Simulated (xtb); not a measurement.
HCl4Si2, doublet, geometry from GFN2-xTB. Base run: GFN2-xTB (xtb).

Geometry (Å):
```xyz
7

Cl     2.8655    -1.0646    -0.1898
Si     1.5992     0.4025    -0.7477
Si    -0.5381     0.1957     0.0725
Cl    -0.8761     0.0650     2.0795
Cl    -1.4437    -1.4319    -0.7430
Cl    -1.5528     1.8404    -0.5640
H      2.2642     1.6758    -0.4539
```
Charge 0, spin multiplicity 2.
All else is at xtb's defaults.
Base energy -22.28973 Eh.

Each row names what was changed in the base input (with any setting that the change needs).

```json
[
 {"change": "base", "ΔE vs base (kcal/mol)": "0.000", "dipole (D)": "1.27", "SCF cycles": "17"},
 {"change": "acc = 30", "ΔE vs base (kcal/mol)": "0.000", "dipole (D)": "1.27", "SCF cycles": "12"},
 {"change": "etemp = 10000", "ΔE vs base (kcal/mol)": "-31.33", "dipole (D)": "0.74", "SCF cycles": "17"},
 {"change": "alpb = cs2", "ΔE vs base (kcal/mol)": "-7.45", "dipole (D)": "1.47", "SCF cycles": "18"},
 {"change": "etemp = 3000", "ΔE vs base (kcal/mol)": "-0.239", "dipole (D)": "1.26", "SCF cycles": "17"},
 {"change": "acc = 1000", "ΔE vs base (kcal/mol)": "0.037", "dipole (D)": "1.34", "SCF cycles": "8"},
 {"change": "etemp = 1000", "ΔE vs base (kcal/mol)": "0.000", "dipole (D)": "1.27", "SCF cycles": "17"}
]
```

ALPB and GBSA are two models with their own fitted parameters for each solvent, which aren't always the measured dielectric constant.
